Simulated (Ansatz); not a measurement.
A CCSD(T) single point on `CCCCCCCCC`.

```yaml
crystal:
  periodic: [false, false, false]
  atoms:
    - {symbol: C, position_ang: [-2.489541, 1.904301, 0.212828]}
    - {symbol: C, position_ang: [-2.270331, 1.305465, -1.166621]}
    - {symbol: C, position_ang: [-0.973264, 1.749580, -1.834806]}
    - {symbol: C, position_ang: [0.299189, 1.425214, -1.061198]}
    - {symbol: C, position_ang: [0.504593, -0.055119, -0.787864]}
    - {symbol: C, position_ang: [1.829504, -0.351392, -0.099715]}
    - {symbol: C, position_ang: [2.037865, -1.820624, 0.274151]}
    - {symbol: C, position_ang: [1.632168, -2.188069, 1.697766]}
    - {symbol: C, position_ang: [0.168686, -1.956686, 2.036621]}
    - {symbol: H, position_ang: [-3.462754, 1.618209, 0.618154]}
    - {symbol: H, position_ang: [-1.729745, 1.572366, 0.924865]}
    - {symbol: H, position_ang: [-2.451905, 2.997259, 0.178463]}
    - {symbol: H, position_ang: [-3.106713, 1.582111, -1.816953]}
    - {symbol: H, position_ang: [-2.296552, 0.212805, -1.098375]}
    - {symbol: H, position_ang: [-1.016601, 2.831957, -2.004368]}
    - {symbol: H, position_ang: [-0.912277, 1.288713, -2.827666]}
    - {symbol: H, position_ang: [0.305272, 1.969772, -0.109713]}
    - {symbol: H, position_ang: [1.159038, 1.806651, -1.624237]}
    - {symbol: H, position_ang: [-0.320638, -0.439181, -0.181850]}
    - {symbol: H, position_ang: [0.463261, -0.609641, -1.734311]}
    - {symbol: H, position_ang: [2.637491, -0.023233, -0.762716]}
    - {symbol: H, position_ang: [1.918289, 0.269084, 0.801568]}
    - {symbol: H, position_ang: [3.094310, -2.079346, 0.152154]}
    - {symbol: H, position_ang: [1.491115, -2.454085, -0.435651]}
    - {symbol: H, position_ang: [1.875682, -3.242477, 1.867661]}
    - {symbol: H, position_ang: [2.256250, -1.619320, 2.397415]}
    - {symbol: H, position_ang: [-0.058057, -2.305171, 3.047088]}
    - {symbol: H, position_ang: [-0.095412, -0.897357, 1.991965]}
    - {symbol: H, position_ang: [-0.488923, -2.491796, 1.345337]}
basis:
  gaussian: {orbitals: def2-TZVPP}
correlation: {method: ccsd_t}
```

```sh
$ ansatz run in.yaml --threads 4 --pin off --events-out ev --progress --plain --max-ram 66560MiB --backend cuda --devices 0, --max-vram 37GiB
```

The program prints (abridged):

```
Functional definition: HF
3216 factors; integrals over basis functions are off by at most 1.1e-3 eV
mean field evaluation 1: about -9585.9347 eV, gradient 5.4e1 eV
mean field evaluation 2: about -9586.3250 eV, gradient 5.4e1 eV
mean field evaluation 4: about -9594.4003 eV, gradient 5.9e0 eV
mean field evaluation 8: about -9594.5205 eV, gradient 2.3e-1 eV
mean field -9594.52070948 eV, -352.5921326736 hartree, gradient 2.3e-6 eV, S^2 0.000000; 0 other end points of the search recorded, 0 dependent functions left out
9 core orbitals not correlated: weight in the atoms' cores, before any rotation towards them, 1.000 or more for the frozen orbitals, at most 0.000 for the correlated occupied ones
reference -9594.52070948 eV, -352.5921326736 hartree; 28, 28 occupied and 522, 522 virtual orbitals, 3216 factors
second order -43.32730310 eV of doubles, -0.00000000 eV of singles
cycle   1  -44.92383124 eV  change    -1.6e0 eV  update   1.2e-1
cycle   2  -45.95469159 eV  change    -1.0e0 eV  update   3.3e-2
cycle   3  -46.09462939 eV  change   -1.4e-1 eV  update   1.2e-2
cycle   4  -46.09127447 eV  change    3.4e-3 eV  update   2.7e-3
cycle   5  -46.09210394 eV  change   -8.3e-4 eV  update   8.9e-4
cycle   6  -46.09244144 eV  change   -3.4e-4 eV  update   2.2e-4
cycle   7  -46.09239342 eV  change    4.8e-5 eV  update   6.4e-5
perturbative correction -1.81464411 eV, -0.0666869410 hartree
Total energy: -9642.42774700 eV, -354.3526838300 hartree
```

Hardware: 4 threads of an AMD EPYC 7R13 on a shared host and a share of an NVIDIA H100 80 GB. Wall time 3.4 min, peak host memory 3.1 GiB.

MP2 recovers 90.4 % of the CCSD(T) correlation energy and the triples give 3.8 %; T1 = 0.0086.
